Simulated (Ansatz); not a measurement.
Total energies of GeF2 from Ansatz at PBE0-D4/def2-TZVP, gas phase (1 Eh = 27.2114 eV = 2625.5 kJ/mol). The reference geometry is relaxed at PBE-D4/def2-TZVP.

```xyz
3

Ge   -0.4044   -0.6593    0.0660
F     0.9755   -0.2379   -0.9631
F    -0.5711    0.8972    0.8970
```

| state | geometry | energy (Eh) |
| --- | --- | --- |
| charge 0 singlet | reference | -2276.40794 |
| charge 1 doublet | reference | -2275.97910 |
| free Ge atom (triplet) | – | -2076.65516 |
| free F atom (doublet) | – | -99.67617 |

Task: Work out the vertical ionisation energy to the doublet.

Result: E(charge 1 doublet) − E(charge 0 singlet) = -2275.97910 − (-2276.40794) = 0.42884 Eh = 11.67 eV. For comparison, −ε of the highest occupied level is 9.03 eV at this level, 2.64 eV less.

Task: What is the binding energy per atom against free atoms?

Result: Atoms: 1 × (-2076.65516) + 2 × (-99.67617) = -2276.00750 Eh. Binding: -2276.00750 − (-2276.40794) = 0.40044 Eh = 10.90 eV, or 3.63 eV for each of 3 atoms (no zero-point energy, no counterpoise term).
